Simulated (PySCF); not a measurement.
Species: C3H5SSi (charge -1).
Numbering: `[C-:1]#[C:2][CH2:3][S:4][SiH3:5]` (hydrogens: H6, H7 on C3; H8, H9, H10 on Si5)

Structure used (PBE0-D3(BJ)/def2-SVP), in Å, numbered top down from 1:
```
atom  x, y, z in Å
C1    -1.6525    1.3780    0.3185
C2    -1.3830    0.1547    0.2726
C3    -0.9705   -1.2331    0.2002
S4     0.8601   -1.3119   -0.1699
Si5    1.1961    0.8142   -0.2712
H6    -1.4758   -1.8026   -0.6013
H7    -1.1224   -1.7887    1.1437
H8     2.6886    0.6841   -0.5805
H9     1.1889    1.5877    1.0017
H10    0.6763    1.5520   -1.4563
```

Level: PBE0/pcSseg-1 in PySCF, non-relativistic, on one gas-phase PBE0-D3(BJ)/def2-SVP geometry that isn't relaxed in the solvent. The solvent is an IEF-PCM continuum (Bondi radii, 1.10 Å for H, scaled by 1.2). The model holds no explicit solvent molecules, cavitation or dispersion.

| run | E − E(gas) (kJ/mol) | HOMO (eV) | HOMO–LUMO gap (eV) |
| --- | --- | --- | --- |
| gas | 0.00 | -1.68 | 5.80 |
| P | -241.70 | -6.25 | 6.48 |
| Q | -116.90 | -3.96 | 6.07 |

Q: The runs were made in cyclohexane and water. Which run belongs to which solvent?

A: P = water, Q = cyclohexane. The dielectric constants are 2.017 (cyclohexane), 78.36 (water), and the energy falls further as ε rises. In this model the ground state sees the solvent through ε alone.

Q: How constant is the ratio of the lowering to 1 − 1/ε?

A: 
```
    solvent  1 − 1/ε  E − E(gas) (kJ/mol)  ratio (kJ/mol)  polarisation term (kJ/mol)
cyclohexane    0.504              -116.90          -231.9                     -118.90
      water    0.987              -241.70          -244.8                     -255.90
```

The ratio changes by +5.6 % in size from cyclohexane to water. The polarisation term is half the interaction of the solute with the induced surface charges.
